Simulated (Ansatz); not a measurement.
Isolated molecules relaxed with PBE0-D4/def2-TZVP in Ansatz; ΔE leaves out vibrations. CCSD(T)/CBS adds triple-zeta CCSD(T) − MP2 to the extrapolated MP2 energy (def2 sets, frozen cores). This one scheme is used for every species. Functionals use def2-TZVPP. B3LYP here is the variant with VWN-RPA as its local correlation; programs differ in this. Each species was taken in one conformer, which may not be the lowest.

Reaction (silylene loss): `O[Si]([SiH3])(Cl)Cl` → `O[SiH](Cl)Cl` + `[SiH2]`

Task: Is it downhill or uphill in electronic energy at CCSD(T)/CBS, and by how much? (An estimate is asked.)

Result: Ansatz gave: Uphill: ΔE = +56.0 kcal/mol.

Task: What do these levels give: CAM-B3LYP-D4, B3LYP, HF/def2-TZVPP, SCS-MP2/def2-TZVPP, MP2/def2-QZVPP, MP2/CBS(def2)? (Best estimate.)

Result: The calculation gave: CAM-B3LYP-D4 56.8, B3LYP 52.3, HF/def2-TZVPP 49.2, SCS-MP2/def2-TZVPP 54.7, MP2/def2-QZVPP 58.9, MP2/CBS(def2) 59.7 kcal/mol.

Largest T1 diagnostic among the species: 0.014.

The D4 term adds +3.9 kcal/mol with B3LYP and +2.1 kcal/mol with PBE0; it sums over pairs of atoms, weighted by their polarisabilities, and B3LYP, whose exchange is more repulsive, gets the larger term. From PBE to PBE0 (25 % exact exchange), in def2-TZVPP and without D4, ΔE moves by +1.1 kcal/mol.
